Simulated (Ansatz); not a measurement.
A geometry relaxed with B3LYP-D3(BJ)/def2-TZVP (Ansatz, a first-principles code), charge 0, multiplicity 1:

```xyz
7

O      1.3060     1.2338     0.2672
C      1.2105     0.0632     0.0841
O      0.0551    -0.6621     0.2108
H     -2.1035    -0.8423     0.2889
H     -1.3128     0.9486    -0.4712
B     -1.1942    -0.1337     0.0026
H      2.0389    -0.6075    -0.1748
```

### Question
Write the SMILES of this molecule.

### Answer
`BOC=O`
